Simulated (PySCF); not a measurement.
C₃H₅Cl₂FSi, SMILES C=CC[Si](F)(Cl)Cl. Coordinates come from a r2SCAN-D4/def2-SVP optimisation. The values are those of a single conformer.

Task: Give the equilibrium geometry at r2SCAN-D4/def2-SVP (PySCF confirms it by a frequency run) as a Z-matrix. (Estimate from the structure and the level; the computed values follow.)

Result: One answer among several that fit: 
```
C
H 1 1.1044
H 1 1.1054 2 107.45
C 1 1.4995 2 111.54 3 122.68
C 4 1.3381 1 124.81 2 18.49
H 5 1.0933 4 121.17 1 178.04
H 5 1.0958 6 117.26 4 -179.98
H 4 1.0978 5 119.27 6 0.94
Si 1 1.8584 2 106.92 3 -114.45
F 9 1.6156 1 109.91 2 63.56
Cl 9 2.0484 10 107.46 1 121.19
Cl 9 2.0515 10 107.40 1 -121.06
```
Charge 0, spin multiplicity 1.
